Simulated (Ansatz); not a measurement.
Geometry optimisation, Ansatz, RKS PBE-D4/def2-SVP.

The input (input.yaml):

```yaml
crystal:
  periodic: [false, false, false]
  atoms:
    - { symbol: B, position_ang: [0.0, 0.0, 0.0] }
    - { symbol: F, position_ang: [0.0, 0.0, 1.67] }
    - { symbol: H, position_ang: [1.0305, 0.0, -0.595] }
    - { symbol: Cl, position_ang: [-1.6108, 0.0, -0.93] }
    - { symbol: "N", position_ang: [-0.2369, -1.7396, 0.5833] }
    - { symbol: H, position_ang: [-0.6522, -2.4652, -0.0683] }
    - { symbol: H, position_ang: [0.0425, -2.0107, 1.5692] }
    - { symbol: H, position_ang: [-0.1449, -1.064, 1.5337] }
basis:
  gaussian: { orbitals: def2-SVP }
hamiltonian:
  xc: pbe
  dispersion: d4
relax:
  f_tol: 0.15
  max_steps: 25
  restrain:
    - { distance: [0, 4], at: 1.55, k: 30.0 }
    - { distance: [7, 1], at: 0.92, k: 30.0 }
    - { distance: [0, 1], at: 2.52, k: 30.0 }
    - { distance: [7, 4], at: 2.26, k: 30.0 }
```

Command:

```bash
$ ansatz run input.yaml --threads 1 --pin off --max-ram 2048MiB --backend cpu --events-out ev --progress --plain --runs-dir out
```

Q: Where does it end, and by what steps?

A: The forces met the threshold. The restraints hold the end off the free minimum; the threshold counts their pulls, which the force column leaves out. Restrained pairs: B1–N5 (1.85 → 1.48 Å), F2–H8 (1.08 → 0.93 Å), B1–F2 (1.67 → 2.53 Å), N5–H8 (1.17 → 2.25 Å). After 11 steps the energy has fallen by 4.307 eV (the restraints' own energy left out); H7 moved furthest, 1.29 Å.

| step | energy less start (eV) | largest force component (eV/Å) | accepted |
| --- | --- | --- | --- |
| 0 | 0.0000 | 5.289 | yes |
| 1 | -1.3084 | 5.310 | yes |
| 2 | -2.0473 | 4.826 | yes |
| 3 | -2.9205 | 3.105 | yes |
| 4 | -3.5619 | 1.600 | yes |
| 5 | -3.8513 | 1.855 | yes |
| 6 | -4.0097 | 1.993 | yes |
| 7 | -4.1875 | 2.107 | yes |
| 8 | -4.2694 | 2.016 | yes |
| 9 | -4.2999 | 2.226 | yes |
| 10 | -4.2879 | 1.922 | no |
| 11 | -4.3067 | 2.162 | yes |

```xyz
8
Properties=species:S:1:pos:R:3
B -0.027 -0.568 -0.238
F -0.291 0.466 2.052
H 1.048 -0.031 -0.335
Cl -1.477 0.181 -0.919
N -0.139 -1.927 0.339
H -1.005 -2.464 0.271
H 0.693 -2.473 0.561
H -0.374 -0.463 2.033
```

The run took 32 s on 1 thread of Arm Neoverse V1 (shared host), peak memory 0.14 GiB.
